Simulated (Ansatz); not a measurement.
Relaxation of C2H3BOS (8 atoms, charge 0, multiplicity 1), to a largest force component of 0.015 eV/Å in at most 40 steps.

Level of theory: RKS PBE0-D4/def2-SVP in Ansatz 0.2.0.

```xyz
8
Properties=species:S:1:pos:R:3
C -0.173 1.510 1.347
C 0.576 0.672 0.921
S 1.510 -0.568 0.239
B 0.297 -1.187 -0.970
O -0.914 -0.681 -1.111
H -0.756 2.280 1.758
H 0.631 -2.078 -1.643
H -1.494 -1.065 -1.779
```

Where does it end, and by what steps?

The forces met the threshold. After 7 steps the energy has fallen by 0.123 eV; H6 moved furthest, 0.24 Å.

```csv
step,energy less start (eV),largest force component (eV/Å),accepted
0,0.0000,1.098,yes
1,-0.0910,0.435,yes
2,-0.1081,0.291,yes
3,-0.1152,0.157,yes
4,-0.1213,0.143,yes
5,-0.1228,0.037,yes
6,-0.1229,0.018,yes
7,-0.1230,0.005,yes
```

```xyz
8
Properties=species:S:1:pos:R:3
C -0.117 1.611 1.460
C 0.485 0.708 0.917
S 1.398 -0.531 0.215
B 0.269 -1.230 -1.026
O -0.968 -0.739 -1.198
H -0.656 2.408 1.937
H 0.730 -2.151 -1.659
H -1.465 -1.195 -1.884
```

Whether the end is a true minimum wasn't checked by a vibrational analysis.

Time of the run: 27 s on 1 thread of Arm Neoverse V2 (shared host), peak memory 0.17 GiB.
